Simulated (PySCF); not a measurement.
A PySCF script (with the pyscf-properties extension) for the NMR shieldings of `c1cc(B)ccc1OC`, C₇H₉BO, on a GFN2-xTB geometry:

```python
import basis_set_exchange as bse
import numpy as np
from pyscf import gto, dft
from pyscf.prop import nmr

atoms = """
B    -3.322743    0.527079    0.451454
C    -1.823764    0.200632    0.335579
C    -0.985615    0.866260   -0.568494
C     0.361107    0.581975   -0.681940
C     0.930994   -0.401052    0.123590
O     2.237686   -0.767373    0.104294
C     3.111297   -0.121717   -0.790459
C     0.119687   -1.083547    1.035527
C    -1.218189   -0.785863    1.133238
H    -3.989655   -0.051183    1.219773
H    -3.801695    1.352386   -0.226202
H    -1.406844    1.632969   -1.203378
H     0.959069    1.126951   -1.396548
H     2.810441   -0.280470   -1.831057
H     3.172602    0.952451   -0.588157
H     4.087895   -0.574290   -0.625944
H     0.574781   -1.843096    1.652298
H    -1.825809   -1.325792    1.844770
"""
names = dict.fromkeys(["B", "C", "O", "H"], "pcSseg-1")
basis = {el: gto.basis.parse(bse.get_basis(n, elements=[el], fmt="nwchem")) for el, n in names.items()}
mol = gto.M(atom=atoms, basis=basis, charge=0, verbose=0)
mf = dft.RKS(mol, xc="PBE0")
mf.grids.level = 2
mf.grids.alignment = dft.numint.BLKSIZE   # the property module wants whole blocks of grid points
mf.conv_tol = 1e-9
mf.kernel()

calc = nmr.RKS(mf)   # GIAO
C = mf.mo_coeff
Co = C[:, mf.mo_occ > 0]
resp = mf.gen_response(singlet=True, hermi=2)
def vind(x):   # induced exchange potential for any number of trial vectors
    d = np.einsum("pi,xij,qj->xpq", C, 2 * x.reshape(-1, C.shape[1], Co.shape[1]), Co, optimize=True)
    return np.einsum("xpq,pi,qj->xij", resp(d - d.transpose(0, 2, 1)), C, Co, optimize=True).ravel()
mo1, _ = nmr.rhf.solve_mo1(calc, with_cphf=vind)
sigma = calc.kernel(mo1)
for i, s in enumerate(sigma):   # ppm
    print("%2d %-2s %9.2f" % (i, mol.atom_pure_symbol(i), np.trace(s) / 3))
```

Question: What does it print?

Answer: 
```
 0 B      28.91
 1 C      44.44
 2 C      34.43
 3 C      75.40
 4 C      14.88
 5 O     214.85
 6 C     131.04
 7 C      64.08
 8 C      35.18
 9 H      24.55
10 H      24.56
11 H      23.40
12 H      24.83
13 H      27.85
14 H      27.85
15 H      27.35
16 H      24.39
17 H      23.43
```

These numbers come from an equivalent density-fitted implementation of the same equations, which agrees with the script to about 0.01 ppm for H and up to a few tenths of a ppm for heavy atoms, so last digits may differ.

Size and cost of the density-fitted run: 198 basis functions, 44 s wall time on 1 thread of an Arm Neoverse V1, shared host; peak memory 0.86 GiB.
